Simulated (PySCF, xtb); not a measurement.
C2H2F3, SMILES FC[C](F)F (connectivity only; charge and spin as stated), charge +1, multiplicity 1. The values are those of a single conformer.

Harmonic wavenumbers (cm⁻¹) from GFN2-xTB in xtb 6.7.1 at its own minimum, in rising order: 152, 198, 421, 451, 574, 799, 888, 1033, 1116, 1166, 1201, 1424, 1447, 2647, 2714.

Task: What does PBE-D3(BJ)/def2-SVP in PySCF 2.14.0 give at its own minimum? (The exact figures need the calculation; the answer reports its results.)

Result: 133, 223, 443, 470, 619, 862, 928, 1183, 1185, 1254, 1305, 1501, 1556, 2869, 2890. Paired by order, the mean absolute difference is 82 cm⁻¹ and the zero-point energies are 23.2 and 24.9 kcal/mol.
